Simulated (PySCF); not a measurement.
## `C[C@@H]1[CH2][GeH2][Ge@@H]1[Br]`, C₃H₉BrGe₂

Molfile (atoms numbered from 1):
```
C3H9BrGe2
     RDKit          3D

 15 15  0  0  0  0  0  0  0  0999 V2000
   -1.4542   -0.9715    0.2150 C   0  0  0  0  0  0  0  0  0  0  0  0
   -0.7341    0.1414   -0.5314 C   0  0  2  0  0  0  0  0  0  0  0  0
    0.5675   -0.3573   -1.1675 C   0  0  0  0  0  0  0  0  0  0  0  0
    1.9704    0.0709    0.2141 Ge  0  0  0  0  0  4  0  0  0  0  0  0
    0.0518    1.4967    0.7971 Ge  0  0  2  0  0  4  0  0  0  0  0  0
   -1.0124    1.5948    2.8569 Br  0  0  0  0  0  0  0  0  0  0  0  0
   -2.3268   -0.5862    0.7436 H   0  0  0  0  0  0  0  0  0  0  0  0
   -1.7884   -1.7483   -0.4728 H   0  0  0  0  0  0  0  0  0  0  0  0
   -0.7855   -1.4306    0.9474 H   0  0  0  0  0  0  0  0  0  0  0  0
   -1.4065    0.5764   -1.2734 H   0  0  0  0  0  0  0  0  0  0  0  0
    0.7889    0.1972   -2.0826 H   0  0  0  0  0  0  0  0  0  0  0  0
    0.5075   -1.4107   -1.4363 H   0  0  0  0  0  0  0  0  0  0  0  0
    2.3239   -1.0975    1.1253 H   0  0  0  0  0  0  0  0  0  0  0  0
    3.3252    0.5395   -0.3067 H   0  0  0  0  0  0  0  0  0  0  0  0
   -0.0317    2.9932    0.3494 H   0  0  0  0  0  0  0  0  0  0  0  0
  1  2  1  0
  2  3  1  0
  3  4  1  0
  4  5  1  0
  5  6  1  0
  5  2  1  0
  1  7  1  0
  1  8  1  0
  1  9  1  0
  2 10  1  6
  3 11  1  0
  3 12  1  0
  4 13  1  0
  4 14  1  0
  5 15  1  6
M  END
```

The calculation used TDDFT PBE0/def2-SVPD circular dichroism and optical rotation, one conformer, gas phase in PySCF. Geometry: GFN2-xTB.

The calculation is non-relativistic, which matters for the atoms heavier than Zn.

Question: What are the CIP labels of the stereocentres?

Answer: C2 R, Ge5 R.

Question: List the lowest 12 singlet excitations with oscillator and rotatory strengths.

Answer: Rotatory strengths R in 10⁻⁴⁰ esu² cm², velocity form and length form (origin at the centre of mass); f in length form.
| state | E (eV) | λ (nm) | f | R (velocity) | R (length) | main |
| --- | --- | --- | --- | --- | --- | --- |
| 1 | 5.09 | 243 | 0.039 | +12.1 | +12.0 | HOMO→LUMO 0.87, HOMO−1→LUMO 0.09 |
| 2 | 5.33 | 233 | 0.055 | -14.4 | -13.6 | HOMO−1→LUMO 0.82 |
| 3 | 5.79 | 214 | 0.043 | +47.5 | +46.6 | HOMO→LUMO+1 0.68, HOMO−1→LUMO+1 0.17 |
| 4 | 6.05 | 205 | 0.045 | -4.9 | -3.9 | HOMO−1→LUMO+1 0.76, HOMO→LUMO+1 0.09 |
| 5 | 6.11 | 203 | 0.051 | -8.4 | -8.2 | HOMO−2→LUMO 0.80 |
| 6 | 6.26 | 198 | 0.017 | +35.1 | +34.3 | HOMO→LUMO+2 0.73, HOMO−3→LUMO 0.19 |
| 7 | 6.43 | 193 | 0.070 | +19.5 | +18.6 | HOMO−3→LUMO 0.60, HOMO−1→LUMO+2 0.14 |
| 8 | 6.52 | 190 | 0.006 | -5.3 | -6.8 | HOMO−1→LUMO+2 0.63, HOMO→LUMO+3 0.24 |
| 9 | 6.66 | 186 | 0.124 | -61.7 | -62.9 | HOMO→LUMO+3 0.67, HOMO−1→LUMO+2 0.14 |
| 10 | 6.86 | 181 | 0.012 | +13.7 | +13.3 | HOMO−1→LUMO+3 0.79, HOMO−2→LUMO+1 0.15 |
| 11 | 6.88 | 180 | 0.016 | +4.6 | +4.7 | HOMO−2→LUMO+1 0.79, HOMO−1→LUMO+3 0.13 |
| 12 | 6.94 | 179 | 0.001 | -4.7 | -4.5 | HOMO−4→LUMO 0.90 |

Among the states computed, the strongest CD band (largest |R|) is state 9. The largest dissymmetry factor in size, g = 4R/(D+G), with D and G the electric and magnetic dipole strengths, is -0.037 for state 12 (velocity form, f = 0.001), among bands with |R| over 0.5. The mirror image has the same energies and oscillator strengths and all R with the opposite sign.
